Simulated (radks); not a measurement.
Results of a calculation; reference values are marked as such.
Species: the lutetium anion Lu-. Configuration: [Xe] 4f14 5d2 6s2.

Code: a radial shooting solver on a logarithmic mesh with Libxc functionals. Model: scalar-relativistic Kohn-Sham, PBE, spin-polarised, spherical densities, point nucleus; open shells are filled with parallel spins first (spin-orbit coupling, left out, can overturn this in heavy ions); hard spherical wall at 6 bohr.

Energy parts (eV):
total: -396282.51
kinetic: 433101.32
electron-nucleus: -977443.22
Hartree: 156236.96
exchange-correlation: -8177.58

Orbitals (lengths in bohr, moments of r in powers of bohr; <r^-3> diverges for s and p1/2; r(max) is where P^2 peaks):
| orbital | occ. | eigenvalue (eV) | r(max) | <r^-3> |
|---|---|---|---|---|
| 1s up | 1 | -63235.12 | 0.01213 | - |
| 1s down | 1 | -63235.13 | 0.01213 | - |
| 2s up | 1 | -10754.54 | 0.06930 | - |
| 2s down | 1 | -10754.51 | 0.06930 | - |
| 2p up | 3 | -9458.867 | 0.05660 | 16860 |
| 2p down | 3 | -9458.842 | 0.05660 | 16860 |
| 3s up | 1 | -2428.442 | 0.1957 | - |
| 3s down | 1 | -2428.451 | 0.1957 | - |
| 3p up | 3 | -2039.700 | 0.1931 | 3699 |
| 3p down | 3 | -2039.707 | 0.1931 | 3699 |
| 3d up | 5 | -1573.348 | 0.1574 | 483.5 |
| 3d down | 5 | -1573.340 | 0.1574 | 483.5 |
| 4s up | 1 | -474.3023 | 0.4461 | - |
| 4s down | 1 | -474.3031 | 0.4461 | - |
| 4p up | 3 | -346.7596 | 0.4671 | 843.4 |
| 4p down | 3 | -346.7624 | 0.4671 | 843.4 |
| 4d up | 5 | -180.4792 | 0.4808 | 93.12 |
| 4d down | 5 | -180.4764 | 0.4808 | 93.13 |
| 4f up | 7 | 1.7743 | 0.4686 | 13.81 |
| 4f down | 7 | 1.8802 | 0.4684 | 13.90 |
| 5s up | 1 | -49.6979 | 1.044 | - |
| 5s down | 1 | -49.2846 | 1.042 | - |
| 5p up | 3 | -20.5832 | 1.200 | 103.2 |
| 5p down | 3 | -19.9490 | 1.195 | 104.9 |
| 5d up | 2 | 7.7739 | 2.060 | 2.687 |
| 5d down | 0 | 8.7781 | 2.028 | 2.737 |
| 5f up | 0 | 18.1642 | 4.058 | 0.2776 |
| 5f down | 0 | 19.0196 | 4.090 | 0.2468 |
| 6s up | 1 | 4.0852 | 3.146 | - |
| 6s down | 1 | 5.0834 | 3.171 | - |
| 6p up | 0 | 8.6921 | 3.693 | 12.77 |
| 6p down | 0 | 9.5882 | 3.717 | 12.25 |
| 7s up | 0 | 21.0830 | 4.668 | - |
| 7s down | 0 | 21.8674 | 4.682 | - |

The highest occupied level is 5d up at 7.774 eV. The density falls to 0.001 e/bohr^3 at r = 4.98 bohr. The pressure on the wall is 10.3 GPa.
